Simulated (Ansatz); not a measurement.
O2S, triplet, geometry from GFN2-xTB (a higher spin typed on purpose: for a closed-shell molecule this is an excited state); SC-NEVPT2/def2-SVP, CASSCF(2,4) in Ansatz (a program for electronic structure).

Ansatz was given this input:
Ansatz 0.2 input:
```yaml
crystal:
  periodic: [false, false, false]
  atoms:
    - {symbol: O, position_ang: [-1.27153546, 0.42325516, -0.00564398]}
    - {symbol: S, position_ang: [-0.01419708, -0.37374445, 0.01890499]}
    - {symbol: O, position_ang: [1.29992963, 0.32423374, -0.03216601]}
basis:
  gaussian:
    orbitals: def2-SVP
correlation: {method: sc_nevpt2, electrons: all, active_space: {window: {electrons: 2, orbitals: 4}}}
magnetization: {spin_polarized: false, initial_magnetization: 2}
```

The log (banner, timings and long lists left out):

```
Functional definition: HF
416 factors; integrals over basis functions are off by at most 9.8e-4 eV
mean field evaluation 1: about -14876.2807 eV, gradient 3.8e1 eV
mean field evaluation 2: about -14876.3420 eV, gradient 3.8e1 eV
mean field evaluation 4: about -14879.5862 eV, gradient 3.3e0 eV
mean field evaluation 8: about -14879.6329 eV, gradient 3.3e-1 eV
mean field evaluation 16: about -14879.6341 eV, gradient 2.4e-3 eV
mean field evaluation 32: about -14879.7275 eV, gradient 1.6e0 eV
mean field evaluation 64: about -14879.6283 eV, gradient 4.0e-1 eV
mean field evaluation 96: about -14879.4096 eV, gradient 2.8e0 eV
mean field evaluation 128: about -14879.6341 eV, gradient 8.8e-4 eV
mean field -14880.52372920 eV, -546.8491606669 hartree, gradient 5.1e-6 eV, S^2 2.000000; 11 other end points of the search recorded, 0 dependent functions left out
reference -14880.52372920 eV, -546.8491606669 hartree; 17, 15 occupied and 29, 31 virtual orbitals, 416 factors
state -14880.52631561 eV, -546.8492557157 hartree
state -14880.52631561 eV, -546.8492557157 hartree; corrected -14892.73477809 eV, -547.2979084364 hartree
state -14880.21378102 eV, -546.8377702814 hartree
state -14880.21378102 eV, -546.8377702814 hartree; corrected -14893.16842417 eV, -547.3138446360 hartree
state -14880.21378102 eV, -546.8377702814 hartree; corrected -14893.16842417 eV, -547.3138446360 hartree
WARN: the results are in doubt because another end's mean lies 0.313 eV lower, and its corrected mean 0.434 eV higher
Total energy: -14893.16842417 eV, -547.3138446360 hartree
In doubt: another end's mean lies 0.313 eV lower, and its corrected mean 0.434 eV higher
```
